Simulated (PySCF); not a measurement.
# Telling isomers of C8H9OP apart by NMR

Fast rotation and ring inversion assumed for equivalent nuclei, in vacuum, one conformer, relativity neglected. Coordinates at the GFN2-xTB level; shieldings: GIAO PBE0/pcSseg-1; PySCF 2.14.0 with density-fitted response routines.

Shifts are taken against calculated references (same method and geometry level): TMS for ¹H (31.72 ppm) and ¹³C (186.93 ppm). Splittings of carbon signals by F and P are missing where no couplings were computed. Where no couplings were computed, multiplicities follow the n + 1 count of equivalent neighbours, and m marks all less simple cases (inequivalent or close neighbours, rings, F or P nearby). Shifts are as computed. Against solution values, carbons near 30 ppm lie about +3 ppm off and those near 130 ppm about +5 ppm. Of 1211 compounds with measured shifts, 218 miss one by over three times the rms of a fit or turn the order of signals round; such compounds aren't used in these exercises.

(1) Tabulate the signals of `CC(=O)c1cc(C)ccp1`, `O=[P@@H]1C[C@@H]1c1ccccc1`, `CC(=O)c1cpccc1C`, `C=Cc1pcoc1C1CC1`, `C#CCP1(=O)C=CCC=C1` and their relative energies.

(2) What is the quickest way to tell CC(=O)c1cc(C)ccp1 from CC(=O)c1cpccc1C?

(3) What is the quickest way to tell C=Cc1pcoc1C1CC1 from C#CCP1(=O)C=CCC=C1?

(4) What is the quickest way to tell CC(=O)c1cpccc1C from C#CCP1(=O)C=CCC=C1?

Answers

(1) 
```json
{"SMILES": "CC(=O)c1cc(C)ccp1", "carbon types": "3×C 3×CH 2×CH3", "δC": "200.7, 172.3, 163.9, 145.9, 142.6, 142.4, 30.9, 26.5", "δH": "9.22 (m, 1H), 9.14 (m, 1H), 8.11 (m, 1H), 2.95 (s, 3H), 2.74 (s, 3H)", "E rel. (kcal/mol)": "0.0"}
{"SMILES": "O=[P@@H]1C[C@@H]1c1ccccc1", "carbon types": "1×C 6×CH 1×CH2", "δC": "142.2, 134.0, 133.0, 131.8, 28.6, 18.6", "δH": "7.67 (m, 2H), 7.66 (m, 2H), 7.57 (m, 1H), 7.18 (m, 1H), 2.09 (m, 1H), 1.60 (m, 1H), 1.40 (m, 1H)", "E rel. (kcal/mol)": "17.7"}
{"SMILES": "CC(=O)c1cpccc1C", "carbon types": "3×C 3×CH 2×CH3", "δC": "211.7, 167.7, 161.8, 150.7, 143.4, 142.1, 33.0, 26.0", "δH": "9.20 (m, 1H), 9.17 (m, 1H), 8.13 (m, 1H), 2.76 (s, 3H), 2.66 (s, 3H)", "E rel. (kcal/mol)": "5.1"}
{"SMILES": "C=Cc1pcoc1C1CC1", "carbon types": "2×C 3×CH 3×CH2", "δC": "185.6, 166.6, 143.1, 136.2, 120.7, 12.6, 11.0", "δH": "8.53 (m, 1H), 7.09 (m, 1H), 6.47 (m, 1H), 5.51 (m, 1H), 2.15 (m, 1H), 1.04 (m, 2H), 0.97 (m, 2H)", "E rel. (kcal/mol)": "43.4"}
{"SMILES": "C#CCP1(=O)C=CCC=C1", "carbon types": "1×C 5×CH 2×CH2", "δC": "152.1, 133.6, 81.4, 75.7, 36.6, 28.3", "δH": "7.12 (m, 2H), 6.50 (m, 2H), 3.06 (m, 1H), 3.02 (m, 2H), 2.96 (m, 1H), 1.09 (t, 1H)", "E rel. (kcal/mol)": "53.3"}
```

Energies are electronic energies at PBE0/pcSseg-1 on these geometries, without zero-point or thermal terms, each for the one conformer computed, which needn't be the lowest.

(2) Both give the same number of carbon signals, with the same numbers of each carbon type, so the positions decide. The first has a substituted aromatic carbon (C) at 172.3 ppm, the second a ketone carbonyl carbon (C) at 211.7 ppm. Their most deshielded carbons lie at 200.7 and 211.7 ppm.

(3) Count the carbon signals: 7 against 6. The first has a substituted aromatic carbon next to the ring oxygen (C) at 166.6 ppm, the second an alkyne carbon (C) at 81.4 ppm. Their most deshielded carbons lie at 185.6 and 152.1 ppm. In the proton spectra the most deshielded non-exchanging signals are 8.53 (m, 1H) and 7.12 (m, 2H).

(4) Count the carbon signals: 8 against 6. The first has a ketone carbonyl carbon (C) at 211.7 ppm, the second an alkyne carbon (C) at 81.4 ppm. Their most deshielded carbons lie at 211.7 and 152.1 ppm. In the proton spectra the most deshielded non-exchanging signals are 9.20 (m, 1H) and 7.12 (m, 2H).
